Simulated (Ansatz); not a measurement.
[NbO2F2]- (NbO₂F₂⁻). The state is a singlet with charge -1. Geometry PBE-D4/def2-SVPD, basis def2-TZVPD, Ansatz.

| run | HOMO (eV) | LUMO (eV) |
| --- | --- | --- |
| A | -1.77 | 3.19 |
| B | -2.36 | 3.49 |
| C | -5.43 | 4.76 |
| D | -3.02 | 3.59 |
| E | -1.47 | 3.00 |
| F | -2.79 | 3.33 |

In the def2 sets Nb takes a core potential; there is no spin–orbit coupling. B3LYP takes the VWN-RPA correlation.

Question: The runs used B3LYP, PBE, PBE0, r2SCAN, r2SCANh, ωB97X-V. Estimate which is which.

Answer: A r2SCAN (0 % exact exchange); B r2SCANh (10 % exact exchange); C ωB97X-V (range-separated); D PBE0 (25 % exact exchange); E PBE (0 % exact exchange); F B3LYP (20 % exact exchange). Exact exchange lowers occupied and raises empty levels; among semilocal functionals meta-GGAs tend to open the gap a little, and such runs are hard to tell apart. The gap grows from 4.47 eV (PBE) to 10.19 eV (ωB97X-V).
